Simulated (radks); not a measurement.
Charge is removed step by step from the 1s down level of Sc13+, starting from 1s(up 1, down 1) 2s2 2p4. All-electron calculation, scalar-relativistic Kohn-Sham, SCAN, spin-polarised, spherical densities, finite nucleus; open shells are filled with parallel spins first; meta-GGA in the generalised Kohn-Sham scheme; Fermi nuclear charge, rms radius 3.5459 fm. Program: a radial shooting solver on a logarithmic mesh with Libxc functionals.

removed (e)  E - E(0) (eV)  eigenvalue (eV)
0                    0.000          -4891.3
0.125               613.24          -4921.3
0.25                1230.2          -4950.5
0.375               1850.7          -4978.5
0.5                 2474.6          -5005.1
0.625               3101.7          -5029.5
0.75                3731.7          -5050.5
0.875               4364.0          -5065.3

The mean slope of the eigenvalue, de/dn, is 199 eV per electron.
